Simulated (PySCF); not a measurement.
## Two-component Hartree-Fock for Pt⁷⁴⁺ (platinum, charge +74)

Start: [He] 2s2. Calculated with PySCF 2.14 in an uncontracted even-tempered set (16 s from 16 bohr⁻², ratio 2.6; 13 p from 20 bohr⁻², ratio 2.6; 7 d from 21 bohr⁻², ratio 2.8; 4 f from 390 bohr⁻², ratio 2.8): generalised Hartree-Fock with the X2C-1e Hamiltonian and a Gaussian nucleus; spin-orbit coupling (SO) screened by Boettger's factors.

```tsv
spinor shell	electrons	ε, screened SO (eV)	weight of nominal j (screened SO)	rms radius, screened SO (bohr)
1s1/2	2	-88208.8	1.000	0.0193
2s1/2	2	-21875.3	1.000	0.0749
```

```
   quantity  screened SO
E (hartree)  -8235.86715
        M_J            0
       ⟨J²⟩        0.000
       ⟨L²⟩        0.000
       ⟨S²⟩        0.000
```

Breit and QED terms are absent; they matter most for the inner s and p1/2 levels.

Densities and radii are taken from the X2C orbitals without a picture-change correction, which distorts them close to the nucleus.
